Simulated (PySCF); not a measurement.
C4H6BF, SMILES C=C=CB(C)F. Atoms are numbered in the order given.

```xyz
12

C      2.7418    -0.0327    -0.1537
C      1.4997     0.1817    -0.4961
C      0.2347     0.3824    -0.8096
B     -0.9314    -0.0409     0.1328
C     -2.4486     0.2046    -0.1816
F     -0.6184    -0.6292     1.2939
H      3.3102     0.7137     0.4115
H      3.2494    -0.9664    -0.4185
H      0.0134     0.8649    -1.7715
H     -3.0589    -0.6757     0.0807
H     -2.8111     1.0297     0.4606
H     -2.6470     0.4852    -1.2263
```
Charge 0, spin multiplicity 1.

The structure is a stationary point at B3LYP-D3(BJ)/def2-SVP. This is a generated structure with no PubChem entry under its InChIKey; it may be hypothetical. One conformer was computed; it need not be the lowest.

Two levels are set side by side: PBE/pcSseg-1 (PySCF) and KT2/pcSseg-1 (PySCF). GIAO shifts against BF3 (¹¹B), CFCl3 (¹⁹F), TMS (¹H), TMS (¹³C) at the same level; non-relativistic, no solvent, atoms listed together averaged. Differences are taken from unrounded values.

| quantity | PBE |
|---|---|
| δ(¹³C) of C1 (ppm) | 73.4 |
| δ(¹³C) of C2 (ppm) | 231.9 |
| δ(¹³C) of C3 (ppm) | 89.4 |
| δ(¹¹B) of B4 (ppm) | 40.8 |
| δ(¹³C) of C5 (ppm) | 8.4 |
| δ(¹⁹F) of F6 (ppm) | -48.6 |
| δ(¹H) of H7, H8 (ppm) | 5.09 |
| δ(¹H) of H9 (ppm) | 5.67 |
| δ(¹H) of H10, H11, H12 (ppm) | 0.86 |

These are the PBE values. What does KT2 give? (Estimate from the structure and the level; the computed values follow.)


```csv
quantity,KT2,PBE minus KT2
δ(¹³C) of C1 (ppm),69.3,4.1
δ(¹³C) of C2 (ppm),219.9,12.0
δ(¹³C) of C3 (ppm),83.6,5.7
δ(¹¹B) of B4 (ppm),37.8,3.0
δ(¹³C) of C5 (ppm),7.4,0.9
δ(¹⁹F) of F6 (ppm),-66.8,18.3
"δ(¹H) of H7, H8 (ppm)",5.06,0.03
δ(¹H) of H9 (ppm),5.53,0.14
"δ(¹H) of H10, H11, H12 (ppm)",0.82,0.04
```

Rough cost on one machine, each run with all the roots and properties that it gave: KT2 against PBE within a factor of 2.
